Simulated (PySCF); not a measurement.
Compound: C3H6O3Si.
SMILES with atom numbers: `[CH2:1]=[CH:2][O:3][SiH2:4][C:5](=[O:6])[OH:7]` (hydrogens: H8, H9 on C1; H10 on C2; H11, H12 on Si4; H13 on O7)

Method: PBE0-D3(BJ)/def2-SVP geometry optimisation, gas phase (PySCF); density fitting, grid level 1; the optimiser is geomeTRIC in internal coordinates, started from a GFN2-xTB structure with every atom displaced at random (about 0.01 Å).

Step 0: E = -17204.5346 eV
```
atom  x, y, z in Å  |  force x, y, z in eV/Å
C1      2.9072   -0.0802   -0.3155   -1.747   2.049  -0.606
C2      1.5814    0.1722   -0.3155    1.280  -0.847   0.277
O3      0.6747   -0.7641    0.0835    3.672   0.488  -1.002
Si4    -0.8386   -0.7755    0.4819   -3.385   0.033   0.387
C5     -1.8508    0.4948   -0.5819    0.411   0.905  -0.411
O6     -1.3645    1.4722   -1.1127    0.164  -0.418   0.241
O7     -3.1478    0.2380   -0.6611   -1.381   0.244  -0.476
H8      3.5909    0.7000   -0.6658   -0.098  -0.121   0.066
H9      3.2894   -0.9890    0.0318    0.691  -1.682   0.556
H10     1.1523    1.1090   -0.6360   -0.248   0.497  -0.245
H11    -1.2832   -2.1305    0.1389   -0.349  -0.333   0.149
H12    -1.0692   -0.3901    1.8894   -0.083   0.002   0.284
H13    -3.6360    0.9266   -1.2086    1.072  -0.815   0.780
```

Step 1: E = -17204.8203 eV
```
atom  x, y, z in Å  |  force x, y, z in eV/Å
C1      2.8753   -0.0174   -0.3494   -0.212   0.189   0.021
C2      1.5550    0.1652   -0.3256    0.111   0.042   0.063
O3      0.6999   -0.8069    0.0844    0.406  -0.044  -0.031
Si4    -0.8872   -0.8292    0.5200   -0.352   0.146  -0.278
C5     -1.8120    0.4693   -0.5722    0.179   0.167   0.016
O6     -1.2377    1.3998   -1.0860   -0.091  -0.053  -0.013
O7     -3.1284    0.2855   -0.6896   -0.157  -0.036  -0.050
H8      3.5254    0.7832   -0.7064   -0.028  -0.030   0.020
H9      3.3135   -0.9471    0.0020    0.125  -0.201   0.001
H10     1.0737    1.0937   -0.6448   -0.011   0.042  -0.077
H11    -1.3798   -2.1871    0.2106   -0.084  -0.122   0.110
H12    -1.1097   -0.4308    1.9331    0.008  -0.029   0.119
H13    -3.4822    1.0050   -1.2478    0.106  -0.071   0.099
```

**Question.** Estimate the geometry and energy of step 2. (The exact step hangs on the optimiser's Hessian estimate; all steps are aligned on step 1, rigid shifts and turns removed.)

**Answer.** E = -17204.8300 eV, largest force 0.236 eV/Å
```
atom  x, y, z in Å  |  force x, y, z in eV/Å
C1      2.8917   -0.0343   -0.3241    0.031   0.196  -0.069
C2      1.5791    0.1869   -0.3211    0.028  -0.206   0.113
O3      0.7150   -0.7878    0.0637    0.004  -0.010  -0.078
Si4    -0.8821   -0.8108    0.4876   -0.118   0.068  -0.045
C5     -1.8323    0.4780   -0.5901    0.056   0.160  -0.141
O6     -1.3115    1.4205   -1.1359    0.118  -0.087   0.091
O7     -3.1470    0.2575   -0.6671   -0.121  -0.134   0.083
H8      3.5615    0.7605   -0.6522    0.055  -0.016  -0.009
H9      3.3069   -0.9945   -0.0116   -0.006   0.010   0.008
H10     1.1200    1.1278   -0.6428   -0.016   0.007   0.002
H11    -1.3819   -2.1815    0.2174   -0.015   0.014   0.041
H12    -1.0880   -0.4139    1.9100   -0.011  -0.018   0.011
H13    -3.5256    0.9749   -1.2056   -0.006   0.017  -0.009
```

The energy changes by -0.0096 eV. The first-order estimate −F·Δx gives -0.0293 eV and the mean of the old and new forces, exact on a quadratic surface, -0.0102 eV. The step makes an angle of 79° with the force vector and moves no atom by more than 0.091 Å.

What follows is the cost of the whole optimisation. Hardware: an Arm Neoverse N1 with one thread, no GPU, shared host. Cost: 2.6 min, 0.50 GiB resident at most.
